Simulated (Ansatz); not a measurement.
Basis-set extrapolation for CH$_{5}$AlBF (PBE0-D4/def2-TZVP geometry, frozen core, the Gaussian-basis code of Ansatz). Multiplicity 1, RHF reference.

|  | def2-TZVPP | def2-QZVPP |
| --- | --- | --- |
| HF | -406.851743 | -406.867026 |
| MP2 correlation | -0.608379 | -0.656072 |
| CCSD(T) correlation | -0.669930 | not run |

Energies in hartree. Use E(X) = E(∞) + A·exp(−7.88·√X) for Hartree–Fock and E(X) = E(∞) + B·X^(−2.97) for correlation, with X = 3 and 4, and add CCSD(T) minus MP2 of the smaller set to the MP2 limit.

Task: What is the CCSD(T) energy at the basis-set limit?

Result: HF limit: -406.867026 + (-0.015283) × 0.13774 = -406.86913. MP2 limit: -0.656072 + (-0.047693) × 0.74074 = -0.69140. Higher-order term: -0.669930 − (-0.608379) = -0.06155. Total: -407.62208 hartree, 263.6 kJ/mol below CCSD(T)/def2-TZVPP.
